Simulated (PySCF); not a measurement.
Compound: H12OSi6.
Numbering: `[SiH3:1][O:2][SiH:3]1[SiH2:4][SiH2:5][SiH2:6][SiH2:7]1`

Cartesian coordinates in Å at the PBE0-D3(BJ)/def2-SVP level; atoms count from 1:
```
atom  x, y, z in Å
Si1   -2.330    0.383    1.326
O2    -2.218    0.096   -0.305
Si3   -1.066   -0.139   -1.492
Si4    0.286   -1.994   -0.953
Si5    1.702   -1.200    0.762
Si6    1.670    1.159    0.566
Si7    0.525    1.598   -1.444
H8    -1.991    1.806    1.625
H9    -3.723    0.093    1.763
H10   -1.375   -0.503    2.064
H11   -1.783   -0.279   -2.794
H12    1.133   -2.312   -2.149
H13   -0.483   -3.214   -0.555
H14    3.092   -1.732    0.606
H15    1.184   -1.605    2.106
H16    3.045    1.749    0.595
H17    0.882    1.730    1.706
H18   -0.046    2.979   -1.508
H19    1.467    1.393   -2.592
```

Probes without a nucleus sit at each ring's centroid and 1 Å off its mean plane on both sides; NICS is minus the shielding there, NICSzz its component along the normal. Level: GIAO KT3/pcSseg-1 (PySCF, non-relativistic, gas phase) on the PBE0-D3(BJ)/def2-SVP geometry, one conformer.

Ring bond lengths (Å): Si3–Si4 2.358, Si4–Si5 2.361, Si5–Si6 2.368, Si6–Si7 2.355, Si7–Si3 2.356.

**Question.** Give the NICS values of each ring in ppm.

**Answer.** 
| ring | type | NICS(0) | NICS(1), two faces | NICS(1)zz, two faces | rms pucker (Å) | centre to ring atoms, mean (Å) |
| --- | --- | --- | --- | --- | --- | --- |
| Si3–Si4–Si5–Si6–Si7 | 5-membered ring with 5 Si; formal bonds all single | -1.7 | -2.9 / -1.8 | 1.0 / 0.0 | 0.32 | 1.97 |

**Question.** What do they say, and how far can they be read as aromaticity?

**Answer.** 
- Si3–Si4–Si5–Si6–Si7: mean NICS(1)zz 0.5 ppm, near zero. Si3, Si4, Si5, Si6, Si7 have four or more neighbours, so the value isn't read as a sign of a π ring current.

**Question.** At the second NICS(1) probe listed for ring Si3–Si4–Si5–Si6–Si7, 1 Å off the ring, what do the in-plane components average?

**Answer.** The isotropic value is a third of the trace: (3 × -1.8 − (0.0))/2 = -2.7 ppm.

**Question.** List the ring angles.

**Answer.** 
- Si3–Si4–Si5–Si6–Si7: Si3 100.9°, Si4 104.2°, Si5 105.5°, Si6 105.2°, Si7 102.0°; sum 517.8° against 540° for a flat convex ring.

**Question.** How do the values depend on the level or the medium?

**Answer.** 
```tsv
level	NICS(0), Si3–Si4–Si5–Si6–Si7	mean NICS(1)zz, Si3–Si4–Si5–Si6–Si7
KT3/pcSseg-1, gas	-1.7	0.5
PBE0/pcSseg-1, gas	-1.8	0.4
PBE0/pcSseg-1, IEF-PCM acetone	-1.7	0.4
PBE0/pcSseg-1, IEF-PCM chloroform	-1.8	0.4
```

The geometry is the same throughout; the continuum's cavity takes Bondi-type radii × 1.2.
